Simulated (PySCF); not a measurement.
# Two-component Hartree-Fock for Br²⁶⁺ (bromine, charge +26)

Start: [He] 2s2 2p5; 2p1/2 filled at m_j = +1/2; 2p3/2 filled at m_j = -3/2, -1/2, +1/2, +3/2. Calculated with PySCF 2.14 in an uncontracted even-tempered set (18 s from 8.4 bohr⁻², ratio 2.4; 12 p from 11 bohr⁻², ratio 2.4; 5 d from 44 bohr⁻², ratio 2.6; 4 f from 66 bohr⁻², ratio 2.6): generalised Hartree-Fock with the X2C-1e Hamiltonian and a Gaussian nucleus; one run each with spin-orbit coupling (SO) screened by Boettger's factors, then bare. This is a chosen level, not necessarily the ground level.

```json
{"spinor shell": "1s1/2", "electrons": "2", "ε, screened SO (eV)": "-14953.7", "ε, bare SO (eV)": "-14953.8", "weight of nominal j (bare SO)": "1.000", "rms radius, bare SO (bohr)": "0.0491"}
{"spinor shell": "2s1/2", "electrons": "2", "ε, screened SO (eV)": "-3081.1", "ε, bare SO (eV)": "-3081.1", "weight of nominal j (bare SO)": "1.000", "rms radius, bare SO (bohr)": "0.199"}
{"spinor shell": "2p1/2", "electrons": "1", "ε, screened SO (eV)": "-2933.3", "ε, bare SO (eV)": "-2935.5", "weight of nominal j (bare SO)": "1.000", "rms radius, bare SO (bohr)": "0.173"}
{"spinor shell": "2p3/2", "electrons": "4", "ε, screened SO (eV)": "-2873.8", "ε, bare SO (eV)": "-2872.9", "weight of nominal j (bare SO)": "1.000", "rms radius, bare SO (bohr)": "0.177"}
```

```csv
quantity,screened SO,bare SO
E (hartree),-2086.83368,-2086.77164
M_J,1/2,1/2
⟨J²⟩,0.750,0.750
⟨L²⟩,2.001,2.001
⟨S²⟩,0.751,0.751
```

Each row is a mean over spinors that exchange with the open shell spreads, by up to 9.243 eV (2p3/2).
